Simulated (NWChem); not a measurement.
Species: CdGeH$_{3}$I; SMILES [GeH3][Cd][I]

No frequency run checked for a minimum. def2 effective core potentials on Cd, I; no spin-orbit coupling.

Problem. Give the equilibrium geometry at PBE0/def2-SVP with def2 effective core potentials on Cd, I (NWChem) as a Z-matrix, with the point group.

Solution. point group C3v; any orientation.
```
Ge
H 1 1.5413
H 1 1.5413 2 108.13
H 1 1.5413 2 108.13 3 -116.90
Cd 1 2.5367 2 110.75 3 121.55
I 5 2.6235 2 154.91 1 180.00
```
